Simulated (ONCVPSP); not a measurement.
## zinc: ONCV pseudisation with PBEsol, scalar-relativistic reference atom.

```
Element                 : zinc
Generator               : ONCVPSP 4.0.1
Type                    : optimised norm-conserving Vanderbilt (ONCV)
Functional              : PBEsol
Relativity              : scalar-relativistic
Frozen core             : [Ne]
Valence charge          : 20
Reference configuration : 3s2 3p6 3d10 4s2
Partial waves           : 3s+4s: rc 0.90 bohr, ncon 5, nbas 9, qcut 14 1/bohr, 3 projectors, debl 3.7 Ha; 3p: rc 1.10 bohr, ncon 4, nbas 9, qcut 12.4 1/bohr, 2 projectors, debl 1.9 Ha; 3d: rc 1.10 bohr, ncon 3, nbas 8, qcut 13.8 1/bohr, 3 projectors, debl 3.8 Ha
Local potential         : polynomial inside 0.80 bohr (lpopt 5, dvloc0 1 Ha)
Core correction         : Teter function, fcfact 4.5, rcfact 1.5
```

In the p channel the program set the typed energies aside and used -3.060, 0.250 Ha.

Q: Estimate the cutoffs (Ha) at which the residual kinetic energy of the hardest occupied pseudo-wave falls to 1 and 0.1 mHa per electron.

A: 79 Ha and 91 Ha.

Q: Does the potential have ghost states?

A: No bound ghost flagged; GHOST(+) flags only above 600 eV.

Q: Tests: 3s2 3p6 3d10 4s1; 3s2 3p6 3d10 4s0; 3s2 3p6 3d9 4s0; 3s2 3p6 3d8 4s0. Which has the largest error in its energy relative to the reference configuration, and how large is it?

A: 3s2 3p6 3d8 4s0, with +72 meV (all-electron minus pseudo) on +130.54 eV.
